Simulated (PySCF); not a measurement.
```xyz
7

S      2.3638     0.4308    -0.7599
Ga     0.2689     0.2045    -0.0965
S     -0.5409    -1.8245     0.2662
S     -0.9072     2.0585     0.1681
H      2.6003    -0.8923    -0.7536
H     -1.7576    -1.3916     0.6377
H     -2.0272     1.4146     0.5379
```

Charge 0, multiplicity 1.

**Question.** Give the Mulliken and meta-Löwdin atomic charges from TPSSh-D3(BJ)/def2-TZVP // B3LYP-D3(BJ)/def2-TZVP in PySCF 2.14.0.

**Answer.** 
```csv
atom,Mulliken (e),meta-Löwdin (e)
S1,-0.32,-0.25
Ga2,0.48,0.44
S3,-0.31,-0.26
S4,-0.31,-0.25
H5,0.16,0.11
H6,0.15,0.11
H7,0.15,0.10
```
